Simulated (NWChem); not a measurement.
The numbers come from NWChem runs, not from measurements. System: H₃AlO₃, charge 0, spin multiplicity 1, at a geometry optimised with B3LYP/def2-SVP. The structure started from a generated list of species. Level: CCSD(T)/STO-3G, 8 core orbitals frozen.

The NWChem input:

```
start mol
memory heap 100 mb stack 700 mb global 1900 mb
geometry units angstroms nocenter noautoz
  Al     0.000040    -0.000019     0.000000
  O      1.468403     0.853971     0.000000
  H      1.529509     1.813168     0.000000
  O     -1.473673     0.844704     0.000000
  H     -2.335005     0.418214     0.000000
  O      0.005246    -1.698633     0.000000
  H      0.805163    -2.231466     0.000000
  symmetry group Cs
end
basis spherical
  * library sto-3g
end
scf
  rhf
  nopen 0
  maxiter 100
  thresh 1e-7
  semidirect memsize 60000000 filesize 0
end
tce
  freeze core 8
  ccsd(t)
  2eorb
  2emet 13
  thresh 1e-6
  maxiter 100
  tilesize 24
end
task tce energy
```

Output (cleaned and shortened):

```
             Northwest Computational Chemistry Package (NWChem) 7.3.0
             --------------------------------------------------------

                                NWChem Input Module
                                -------------------

 Scaling coordinates for geometry "geometry" by  1.889725989
 (inverse scale =  0.529177249)

 Turning off AUTOSYM since
 SYMMETRY directive was detected!

                             Geometry "geometry" -> ""
                             -------------------------

 Output coordinates in angstroms (scale by  1.889725989 to convert to a.u.)

  No.       Tag          Charge          X              Y              Z
 ---- ---------------- ---------- -------------- -------------- --------------
    1 Al                  13.0000     0.00004000    -0.00001900     0.00000000
    2 O                    8.0000     1.46840300     0.85397100     0.00000000
    3 H                    1.0000     1.52950900     1.81316800     0.00000000
    4 O                    8.0000    -1.47367300     0.84470400     0.00000000
    5 H                    1.0000    -2.33500500     0.41821400     0.00000000
    6 O                    8.0000     0.00524600    -1.69863300     0.00000000
    7 H                    1.0000     0.80516300    -2.23146600     0.00000000

 Effective nuclear repulsion energy (a.u.)     161.3732837067

            Nuclear Dipole moment (a.u.)
            ----------------------------
        X                 Y               Z
 ---------------- ---------------- ----------------
    -0.0000094486     0.0000094486     0.0000000000

      Symmetry information
      --------------------

 Group name             Cs
 Group number              2
 Group order               2
 No. of unique centers     7

      Symmetry unique atoms

     1    2    3    4    5    6    7


 Summary of "ao basis" -> "" (spherical)
 ------------------------------------------------------------------------------
       Tag                 Description            Shells   Functions and Types
 ---------------- ------------------------------  ------  ---------------------
[...]
          -----------------------
          Calculation type : Coupled-cluster singles & doubles w/ perturbation
   Perturbative correction : (T)
            Max iterations :      100
        Residual threshold : 0.10D-05
     T(0) DIIS level shift : 0.00D+00
     L(0) DIIS level shift : 0.00D+00
     T(1) DIIS level shift : 0.00D+00
     L(1) DIIS level shift : 0.00D+00
     T(R) DIIS level shift : 0.00D+00
     T(I) DIIS level shift : 0.00D+00
   CC-T/L Amplitude update :  5-th order DIIS
                I/O scheme : Global Array Library
        L-threshold :  0.10D-05
        EOM-threshold :  0.10D-05
 no EOMCCSD initial starts read in
 TCE RESTART OPTIONS
 SLICE:      F
 D4D5:       F
 quantumc:   F
 qrotation:  F
 pwtce:      F
 qducc:      F
 nacto:                         0
 nrotv:                         0
 nrot:                          0

            Memory Information
            ------------------
          Available GA space size is     249036071 doubles
          Available MA space size is     104856004 doubles

 Maximum block size supplied by input
 Maximum block size        24 doubles

 tile_dim =      9

 -------------------------------------------------
   1    alpha     a'     9 doubles       0       1
   2    alpha     a"     3 doubles       9       2
   3    beta      a'     9 doubles      12       1
   4    beta      a"     3 doubles      21       2
   5    alpha     a'     6 doubles      24       5
   6    alpha     a"     1 doubles      30       6
   7    beta      a'     6 doubles      31       5
   8    beta      a"     1 doubles      37       6

 Global array virtual files algorithm will be used

 Parallel file system coherency ......... OK

 4-electron integrals stored in orbital form

 v2    file size   =            24745
 4-index algorithm nr.  13 is used
 imaxsize =       30
 imaxsize ichop =        0


CCSD iterations
 ---------------------------------------------------------
 Iter          Residuum       Correlation     Cpu    Wall
 ---------------------------------------------------------
    1   0.1205123442837  -0.1246457437363     0.0     0.0
    2   0.0395470705712  -0.1460466522436     0.0     0.0
    3   0.0155455511781  -0.1518550852551     0.0     0.0
    4   0.0066850720284  -0.1538456542224     0.0     0.0
    5   0.0030254043413  -0.1546649613976     0.0     0.0
    6   0.0006395096126  -0.1552390595063     0.0     0.0
    7   0.0002938456489  -0.1552372307230     0.0     0.0
    8   0.0001467616292  -0.1552537357631     0.0     0.0
    9   0.0000833948957  -0.1552566167069     0.0     0.0
   10   0.0000454302017  -0.1552602409091     0.0     0.0
   11   0.0000086737507  -0.1552632955265     0.0     0.0
   12   0.0000035181033  -0.1552638717043     0.0     0.0
   13   0.0000015655987  -0.1552639781440     0.0     0.0
   14   0.0000007745432  -0.1552640654696     0.0     0.0
 -----------------------------------------------------------------
 Iterations converged
 CCSD correlation energy / hartree =        -0.155264065469628
 CCSD total energy / hartree       =      -462.526726722106218

 Singles contributions

 Doubles contributions
 CCSD(T)
 Using plain CCSD(T) code
             total no. of tasks           26
 total no. of tasks / no. procs           26
                         wl_min           27           1.7
                         wl_max       157464           7.3
        thresh for no. of tasks           26

 CCSD[T]  correction energy / hartree =        -0.006929687382663
 CCSD[T] correlation energy / hartree =        -0.162193752852291
 CCSD[T] total energy / hartree       =      -462.533656409488856
 CCSD(T)  correction energy / hartree =        -0.005595656286433
 CCSD(T) correlation energy / hartree =        -0.160859721756061
 CCSD(T) total energy / hartree       =      -462.532322378392678

 Task  times  cpu:        0.5s     wall:        0.5s

 Total times  cpu:        0.5s     wall:        0.5s
```
